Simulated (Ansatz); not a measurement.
H$_{3}$B (SMILES B), singlet, at a GFN2-xTB geometry. Base run: Ansatz (a first-principles code) with HF/pcseg-1.

Here is a job for Ansatz.
Ansatz 0.2 input:
```yaml
crystal:
  periodic: [false, false, false]
  atoms:
    - {symbol: B, position_ang: [0.00000000, 0.00000000, -0.00000000]}
    - {symbol: H, position_ang: [-1.13586369, -0.05694986, -0.25006823]}
    - {symbol: H, position_ang: [0.42206688, -0.56959653, 0.92378735]}
    - {symbol: H, position_ang: [0.71379681, 0.62654639, -0.67371912]}
basis:
  gaussian:
    orbitals: pcseg-1.json
hamiltonian:
  xc: hf
```
The basis file holds pcseg-1 in the JSON format of the Basis Set Exchange.

Each row names what was changed in the base input (with any setting that the change needs).

```csv
change,E (Eh)
base,-26.38292
functional = b3lyp; dispersion = d3bj,-26.60788
functional = pbe0; dispersion = d3bjatm,-26.55044
functional = wB97X-V,-26.58859
functional = blyp,-26.57200
functional = BHLYP,-26.58418
functional = PBE0-DH,-26.55162
functional = lc_wpbe,-26.57502
functional = hse06,-26.54712
functional = wB97X,-26.58847
functional = B97M-V,-26.59893
functional = pbe0; dispersion = d3bj,-26.55044
functional = wB97M-V,-26.56483
```

Absolute energies of different levels of theory aren't comparable as measures of quality.
